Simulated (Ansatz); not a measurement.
The Ga1–H2 bond of GaH3Se (SMILES [GaH2][SeH]) is stretched (multiplicity 1, the rest rigid).
Geometry at rest (charge 0, multiplicity 1):
```xyz
5

Ga     0.2749     0.0112    -1.1530
H     -0.8038    -0.5760    -2.1169
H      1.6617     0.6037    -1.5559
Se    -0.3040    -0.0284     1.1136
H      0.9571     0.5901     1.5522
```

Cores are frozen in the correlated methods. Filled d and f shells under p-block atoms count as core.

Codes used: Ansatz (Gaussian basis) for Hartree–Fock, density functionals and correlated methods. Values without a source in brackets are computed.

FIC-MRCISD+Q on CASSCF(2,2)/cc-pVTZ, total energies (hartree):

```
R (Å)        CASSCF        MRCISD  weight c² of the reference
-----  ------------  ------------  --------------------------
1.561  -4324.962905  -4325.198522                     0.89647
2.732  -4324.880095  -4325.106756                     0.89621
4.996  -4324.844945  -4325.067969                     0.89703
```

Q: Add the Davidson correction (E_MRCISD − E_CASSCF)(1 − c²)/c² and give the energies above the first point at the three levels.

A: 
Corrections (hartree): -0.027212, -0.026250, -0.025602. Above the first point (kcal/mol):
- R = 2.732 Å: CASSCF 52.0, MRCISD 57.6, with the correction 58.2
- R = 4.996 Å: CASSCF 74.0, MRCISD 81.9, with the correction 82.9

Ansatz is a quantum-chemistry and plane-wave program.
